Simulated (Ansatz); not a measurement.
Reactions of CH4BCl, SMILES `BCCl`.

Gas-phase electronic energies from Ansatz, PBE0-D4/def2-TZVP geometries. CCSD(T)/CBS adds triple-zeta CCSD(T) − MP2 to the extrapolated MP2 energy (def2 sets, frozen cores). This one scheme is used for every species, atoms too. Functionals use def2-TZVPP. Open shells (•) are unrestricted, without spin–orbit coupling. Spin–orbit coupling would lower the free atoms: a little for B, C, Cl. Elements past krypton have def2 core potentials. Bonds to As, Te are less sure, by a few kJ/mol each and by 10 to 20 or more in all where they break to atoms, as the def2 sets lack core-valence functions. Scalar relativity is left out up to krypton. Each species was taken in one conformer, which may not be the lowest.

```
                                                 reaction  CCSD(T)/CBS(def2) (eV)
`BCCl` + `Cl[SiH]1N[SiH2]1` → `BN1[SiH2][SiH]1Cl` + `CCl`                   -1.19
                            `BCCl` → B• + C• + Cl• + 4 H•                       ?
                       `BCCl` + `C=C=N` → `BCN=C=C` + HCl                   -0.05
                    `BCCl` + `[AsH3]` → `B[AsH2]` + `CCl`                   -0.25
                   `BCCl` + `O[SiH3]` → `BCO[SiH3]` + HCl                    0.32
                       `BCCl` → `BCl` + `[CH2]` (triplet)                       ?
  `BCCl` + `CN[SiH2][SiH3]` → `BN(C)[SiH2][SiH3]` + `CCl`                       ?
                             `BCCl` + HCl → `ClCCl` + BH₃                    0.83
         `BCCl` + `N[SiH2][TeH]` → `B[Te][SiH2]N` + `CCl`                   -0.78
            `BCCl` + `N[SiH]1CN1` → `BN[SiH]1CN1` + `CCl`                   -1.42
```

(1) Fill in the missing values. (Estimate.)

Largest T1 diagnostic: 0.015, for `C=C=N`.

## Answers

(1) Computed: `BCCl` → B• + C• + Cl• + 4 H•: +24.43 eV; `BCCl` → `BCl` + `[CH2]` (triplet): +3.26 eV; `BCCl` + `CN[SiH2][SiH3]` → `BN(C)[SiH2][SiH3]` + `CCl`: -1.59 eV.
